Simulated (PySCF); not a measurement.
Isomers of C6H14Si.

All values: PBE0/pcSseg-1 (PySCF) at GFN2-xTB geometries, gas phase, one conformer each.

(1) Rank by the lowest IAO charge on any atom, lowest value first.
A. `[CH3:1][C@@H:2]1[CH2:3][CH2:4][Si@H:5]([CH3:6])[CH2:7]1` with C1–C2–C3–C4 -175°, C2–C3–C4–Si5 38°, C3–C4–Si5–C6 103°, C4–Si5–C7–C2 -13°
B. `[CH3:1]/[CH:2]=[CH:3]/[C:4]([CH3:5])([CH3:6])[SiH3:7]` with C2–C3–C4–C5 136°
C. `[CH3:1][CH2:2][SiH2:3][CH2:4][CH:5]1[CH2:6][CH2:7]1` with C1–C2–Si3–C4 173°, C2–Si3–C4–C5 70°, Si3–C4–C5–C6 83°

(2) Rank by the highest Hirshfeld charge on any atom, lowest value first.
A. `[CH3:1][CH2:2][CH2:3][C@@H:4]1[CH2:5][CH2:6][SiH2:7]1` with C1–C2–C3–C4 -178°, C2–C3–C4–C5 -67°, C3–C4–C5–C6 -136°, C4–C5–C6–Si7 13°, C5–C6–Si7–C4 -11°, C3–C4–Si7–C6 131°
B. `[CH3:1]/[CH:2]=[CH:3]/[C:4]([CH3:5])([CH3:6])[SiH3:7]` with C2–C3–C4–C5 136°
C. `[CH3:1][C@@H:2]1[CH2:3][Si@@H:4]([CH3:5])[C@@H:6]1[CH3:7]` with C1–C2–C3–Si4 -102°, C2–C3–Si4–C5 -130°, C3–Si4–C6–C7 138°, C1–C2–C6–Si4 99°

## Answers

(1) A (-0.717 e), C (-0.532 e), B (-0.420 e).

(2) B (+0.303 e), A (+0.341 e), C (+0.370 e).

All values together:

| SMILES | μ (D) | HOMO (eV) | LUMO (eV) | lowest IAO charge (e) | highest IAO charge (e) | lowest Hirshfeld charge (e) | highest Hirshfeld charge (e) |
| --- | --- | --- | --- | --- | --- | --- | --- |
| C/C=C/C(C)(C)[SiH3] | 0.54 | -6.75 | 0.39 | -0.420 (C) | +0.591 (Si) | -0.118 (C) | +0.303 (Si) |
| CCC[C@@H]1CC[SiH2]1 | 0.24 | -7.42 | 0.42 | -0.540 (C) | +0.718 (Si) | -0.165 (C) | +0.341 (Si) |
| C[C@@H]1C[Si@@H](C)[C@@H]1C | 0.59 | -7.29 | 1.00 | -0.717 (C) | +0.874 (Si) | -0.213 (C) | +0.370 (Si) |
| CC[SiH2]CC1CC1 | 0.62 | -7.48 | 1.15 | -0.532 (C) | +0.754 (Si) | -0.156 (C) | +0.340 (Si) |
| C[C@@H]1CC[Si@H](C)C1 | 0.32 | -7.86 | 1.29 | -0.717 (C) | +0.896 (Si) | -0.215 (C) | +0.375 (Si) |

Conformers: `[CH3:1]/[CH:2]=[CH:3]/[C:4]([CH3:5])([CH3:6])[SiH3:7]` with C2–C3–C4–C5 136°; `[CH3:1][CH2:2][CH2:3][C@@H:4]1[CH2:5][CH2:6][SiH2:7]1` with C1–C2–C3–C4 -178°, C2–C3–C4–C5 -67°, C3–C4–C5–C6 -136°, C4–C5–C6–Si7 13°, C5–C6–Si7–C4 -11°, C3–C4–Si7–C6 131°; `[CH3:1][C@@H:2]1[CH2:3][Si@@H:4]([CH3:5])[C@@H:6]1[CH3:7]` with C1–C2–C3–Si4 -102°, C2–C3–Si4–C5 -130°, C3–Si4–C6–C7 138°, C1–C2–C6–Si4 99°; `[CH3:1][CH2:2][SiH2:3][CH2:4][CH:5]1[CH2:6][CH2:7]1` with C1–C2–Si3–C4 173°, C2–Si3–C4–C5 70°, Si3–C4–C5–C6 83°; `[CH3:1][C@@H:2]1[CH2:3][CH2:4][Si@H:5]([CH3:6])[CH2:7]1` with C1–C2–C3–C4 -175°, C2–C3–C4–Si5 38°, C3–C4–Si5–C6 103°, C4–Si5–C7–C2 -13°.
